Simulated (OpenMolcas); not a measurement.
Au2+ among 6 point charges of -1.7 e arranged as a tetragonal octahedron (D4h). The axial distance is 1.15 times the equatorial one, R.

| Item | Value |
| --- | --- |
| Program | OpenMolcas 26.06 |
| Method | SS-CASPT2, IPEA 0.25 Eh, imaginary shift 0.1 Eh (closed shells correlated: 5s 5p) |
| Basis | ANO-RCC-VDZP [7s6p4d2f] |
| Scalar Hamiltonian | DKH2, point nucleus |
| Active space | 9 electrons in 5 orbitals (5d) |
| State averaging | 2S+1 = 2 even, 5 roots |
| Spin-orbit coupling | state interaction with AMFI integrals over the reference wave functions |

All point charges move together. At R = 2.12 Å the first state of the same spin is 6550 cm-1, and at R = 2.24 Å it is 5520 cm-1.

Q: A third run gives 4620 cm-1. What distance was it run at?

A: With a power law R^-n the two known points give n = -ln(5520 / 6550) / ln(2.24 / 2.12) = 3.11. Then R = 2.12 × (6550 / 4620)^(1/3.11) = 2.372 Å. The run was at 2.37 Å, so the estimate is off by +0.002 Å.

Free-ion shares, where given, are those of the reference states; single-state CASPT2 does not remix them. Point charges carry no covalency, so the field is a model and not that of real ligands. No measured value stands beside these numbers.
